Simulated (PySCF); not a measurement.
## 15N chemical shifts

PySCF calculation with GIAO PBE0/pcSseg-1 shieldings and coordinates at the GFN2-xTB level; no solvent, relativity neglected, fast rotation and ring inversion assumed for equivalent nuclei, one computed conformer.

Shieldings were converted by a linear fit to measured shifts: 15N: δ = -148.07 − 0.921σ (rms 6.3 ppm, 71 shifts vs CH3NO2, solution or neat liquid). Occasional misses reach two or three times the rms, and more in compound classes unlike the fitted ones.

Problem. Give the 15N shifts of `C[SiH2]N[Si@@H](N)S`, `N#C[C@@](F)(CF)CCl`, `N#C[C@@](F)(CF)CCl`.

Solution. 
```tsv
compound	environment	δ (ppm)
[CH3:1][SiH2:2][NH:3][Si@@H:4]([NH2:5])[SH:6]	N3: nitrogen bonded to 2 Si, H	-359.0
[CH3:1][SiH2:2][NH:3][Si@@H:4]([NH2:5])[SH:6]	N5: nitrogen bonded to Si, 2 H	-365.7
N#C[C@@](F)(CF)CCl	nitrile nitrogen	-97.3
N#C[C@@](F)(CF)CCl	nitrile nitrogen	-97.3
```

Problem. Order these by 15N shift, lowest first.
A. CO[SiH2]O[Si@H](N)[SiH2][SiH3]
B. N#C[Si]1(P)[SiH2][SiH2][SiH2]1
C. [O-][n+]1ccc(F)cc1
D. N#CC/C(F)=C/C=O

Solution. A (-358.7 ppm, nitrogen bonded to Si, 2 H), D (-111.3 ppm, nitrile nitrogen), C (-89.5 ppm, cationic ring nitrogen), B (-46.3 ppm, nitrile nitrogen).
